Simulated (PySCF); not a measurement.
## Structure from 2D NMR

Compound of formula C4H12O2Si2. Correlations simulated from computed shifts and the bond graph:

HSQC (one-bond C–H):
```tsv
δH	δC
4.24	67.3
4.18	67.3
2.11	34.4
1.15	34.4
-0.11	-2.2
```

COSY cross peaks (H two or three bonds apart, from the bond graph; peaks can be absent where the dihedral angle is near 90°):
```tsv
δH	δH
5.11	-0.11
4.24	4.18
4.24	2.11
4.24	1.15
4.18	2.11
4.18	1.15
4.03	-0.11
2.11	1.15
```

HMBC (two and three bonds, from the bond graph):
```tsv
δH	δC
5.11	67.3, -2.2
4.24	67.3, 34.4
4.18	67.3, 34.4
4.03	-2.2
2.11	67.3
1.15	67.3
```

Computed data (PySCF 2.14.0 with density-fitted response routines): shieldings: GIAO PBE0/pcSseg-1, PBE0-D3(BJ)/def2-SVP structure. Gas phase, relativity neglected, single conformer, rapidly exchanging positions averaged.

Chemical shifts δ = σref − σ; ¹H, ¹³C against TMS, all at this level.

Exchangeable hydrogens are left out of these lists.

Work out the connectivity.

Results:

`[SiH3]C[SiH]1OCCCO1`.

Atom-mapped SMILES (the numbers label the heavy atoms): `[SiH3:1][CH2:2][SiH:3]1[O:4][CH2:5][CH2:6][CH2:7][O:8]1` (H(Xn): hydrogen on atom n). Ha(C5), Ha(C6), Ha(C7) are cis to C2 on the ring; Hb(C5), Hb(C6), Hb(C7) are trans to C2 on the ring.

- δC 67.3 is C5/C7, an sp3 CH2 bonded to O (δH 4.24, 4.18).
- δC 34.4 is C6, an sp3 CH2 in a ring (δH 1.15, 2.11).
- δC -2.2 is C2, an sp3 CH2 bonded to 2 Si (δH -0.11).
- COSY links 5.11–-0.11, 4.24–4.18, 4.24–2.11, 4.24–1.15, 4.18–2.11, 4.18–1.15.

The shifts were computed for this structure.

Shifts are as computed. Against solution values, carbons near 30 ppm lie about +2 ppm off and those near 130 ppm about +5 ppm. Of 1309 compounds with measured shifts, 239 miss one by over three times the rms of a fit or turn the order of signals round; such compounds aren't used in these exercises.
